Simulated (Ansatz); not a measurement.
SiEt2(OtBu)2 (C₁₂H₂₈O₂Si). Total charge 0; singlet. Geometry r2SCAN-D4/def2-SVP, basis def2-TZVP, Ansatz.

```json
{"run": "A", "HOMO (eV)": "-6.05", "LUMO (eV)": "0.59"}
{"run": "B", "HOMO (eV)": "-7.12", "LUMO (eV)": "0.78"}
{"run": "C", "HOMO (eV)": "-9.39", "LUMO (eV)": "2.14"}
{"run": "D", "HOMO (eV)": "-6.55", "LUMO (eV)": "0.82"}
{"run": "E", "HOMO (eV)": "-5.78", "LUMO (eV)": "0.00"}
{"run": "F", "HOMO (eV)": "-5.71", "LUMO (eV)": "0.14"}
```

Single mean-field runs in def2-TZVP are fitted with def2-universal-jkfit.

The runs used PBE, PBE0, r2SCAN, r2SCANh, revPBE, ωB97M-V. Estimate which is which.

A r2SCAN (0 % exact exchange); B PBE0 (25 % exact exchange); C ωB97M-V (range-separated); D r2SCANh (10 % exact exchange); E PBE (0 % exact exchange); F revPBE (0 % exact exchange). Exact exchange lowers occupied and raises empty levels; among semilocal functionals meta-GGAs tend to open the gap a little, and such runs are hard to tell apart. The gap grows from 5.78 eV (PBE) to 11.53 eV (ωB97M-V).
